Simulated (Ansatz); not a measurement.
`C=CC(C)(C)C` + `[SiH3]N[SiH3]` → `CC(C)(C)N([SiH3])[SiH3]` + `C=C`  (substitution at a C–C bond)

Isolated molecules relaxed with PBE0-D4/def2-TZVP in Ansatz; ΔE leaves out vibrations. CCSD(T)/CBS adds triple-zeta CCSD(T) − MP2 to the extrapolated MP2 energy (def2 sets, frozen cores). This one scheme is used for every species. DFT in def2-TZVPP.

```csv
level,ΔE (eV)
ωB97M-V,0.43
CCSD(T)/def2-SVP,0.39
```

(1) What does CCSD(T)/CBS give? (An estimate is asked.)

Largest T1 diagnostic among the species: 0.011.

Results:

(1) The calculation gave: +0.46 eV. The listed levels differ from it by -0.03, -0.07 eV.

At CCSD(T), def2-SVP lies −0.07 eV from the extrapolated value and def2-TZVPP −0.01 eV. In def2-TZVPP, CCSD(T) changes the Hartree–Fock value by −0.24 eV (the triples alone add −0.04 eV) and MP2 by −0.20 eV.
